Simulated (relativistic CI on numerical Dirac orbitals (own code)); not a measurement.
**Sensitivity of the levels of Tm³⁹⁺ to α and to the nuclear radius**

Calculated at this level of theory: Dirac-Coulomb-Breit CI, orbitals from a KLI potential per configuration, derivatives by finite differences, unscaled Slater integrals, QED left out (own radial code, finite nucleus).

CI space (outside the closed core [Ar] 3d10): 4s2, 4s 4p, 4p2, 4s 4d, 4d2, 4s 4f, 4p 4d, 4f2. Levels of other configurations are missing.

With x = (α/α₀)² − 1 an excitation energy changes as ω = ω₀ + qx; K = 2q/ω₀ is the relative enhancement. Terms are leading LS components, so labels can repeat. The field-shift factor is F = δν/δ⟨r²⟩ for the transition from the lowest level.

Lowest level 4s2 1S_0.

```csv
Level,ω₀ (cm⁻¹),q (cm⁻¹),F (GHz/fm²)
4s 4p 3P°_0,614000,89490,-1200
4s 4p 3P°_1,664231,105400,-1210
4s 4p 3P°_2,1168062,742600,-1270
4s 4p 1P°_1,1303459,736700,-1280
4p2 3P_0,1413972,199000,-2430
4p2 3P_1,1922209,843000,-2500
4p2 1D_2,1930975,840800,-2440
4s 4d 3D_1,2315395,781900,-1260
4s 4d 3D_2,2335352,828800,-1350
4p2 3P_2,2428646,1.203e+06,-1940
4s 4d 3D_3,2431491,900600,-1260
4p2 1S_0,2567083,1.488e+06,-2550
4s 4d 1D_2,2588955,1.152e+06,-1870
4p 4d 3F°_2,2960603,878000,-2490
4p 4d 3D°_1,3093848,889900,-2490
4p 4d 3F°_3,3142725,1.016e+06,-2470
4p 4d 3P°_2,3149780,1.003e+06,-2490
4p 4d 1F°_3,3545269,1.277e+06,-2040
4p 4d 3D°_2,3561407,1.48e+06,-2440
4p 4d 3F°_4,3590755,1.378e+06,-2070
4p 4d 3P°_0,3597126,1.533e+06,-2550
4p 4d 3P°_1,3605884,1.536e+06,-2550
4s 4f 3F°_2,3641015,956400,-1370
```

At this charge energies of transitions that change n are usually good to better than 1 %, and those within a shell (Δn = 0) to a few per cent.

Problem. Which transition from the lowest level has the largest |K|?

Solution. 4s 4p 3P°_2 at 1168062 cm⁻¹, K = 1.27.
